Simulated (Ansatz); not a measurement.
Ansatz (an electronic-structure program) input (CCSD(T)/cc-pVTZ):

Ansatz 0.2 input:
```yaml
crystal:
  periodic: [false, false, false]
  atoms:
    - {symbol: Si, position_ang: [-0.79489547, 0.21141542, 0.17491380]}
    - {symbol: O, position_ang: [-1.23205270, -1.32995794, -0.21675288]}
    - {symbol: O, position_ang: [0.67225589, 0.72116425, -0.31634542]}
    - {symbol: C, position_ang: [1.91525116, 0.12125923, 0.03253670]}
    - {symbol: H, position_ang: [-0.86667437, 0.08847329, 1.66111890]}
    - {symbol: H, position_ang: [-1.75668871, 1.17332604, -0.39533089]}
    - {symbol: H, position_ang: [2.00954365, -0.86714675, -0.42181812]}
    - {symbol: H, position_ang: [2.71209584, 0.76271943, -0.34073220]}
    - {symbol: H, position_ang: [2.01712757, 0.02560607, 1.11753549]}
basis:
  gaussian:
    orbitals: cc-pVTZ
magnetization: {spin_polarized: true, initial_magnetization: 1}
correlation: {method: ccsd_t, electrons: outside_noble_gas}
```

End of the output:

```
mean field evaluation 128: about -13044.8699 eV, gradient 2.6e0 eV
mean field evaluation 160: about -13049.0078 eV, gradient 3.0e-1 eV
mean field evaluation 192: about -13049.2162 eV, gradient 3.7e-2 eV
mean field -13049.21658357 eV, -479.5498643695 hartree, gradient 1.6e-6 eV, S^2 0.757576; 6 other end points of the search recorded, 0 dependent functions left out
determinant -13049.21658357 eV, -479.5498643695 hartree, with singles and doubles -13070.07239393 eV, -480.3163012635 hartree
determinant -13048.94865212 eV, -479.5400180703 hartree, with singles and doubles -13069.74119275 eV, -480.3041298448 hartree
determinant -13049.21658357 eV, -479.5498643695 hartree, with singles and doubles -13069.89822200 eV, -480.3099005633 hartree
determinant -13048.94865212 eV, -479.5400180703 hartree, with singles and doubles -13069.56032966 eV, -480.2974832487 hartree
8 core orbitals not correlated
reference -13049.21658357 eV, -479.5498643695 hartree; 13, 12 occupied and 173, 174 virtual orbitals, 1115 factors
second order -19.55061889 eV of doubles, -0.00000000 eV of singles
coupled cluster: 7.82 GiB planned
cycle   1  -20.68164015 eV  change   -1.7e-6 eV  update   3.4e-6
perturbative correction -0.70940364 eV, -0.0260701029 hartree
Total energy: -13070.60762736 eV, -480.3359707293 hartree
```

It need not be the lowest isomer of its formula.
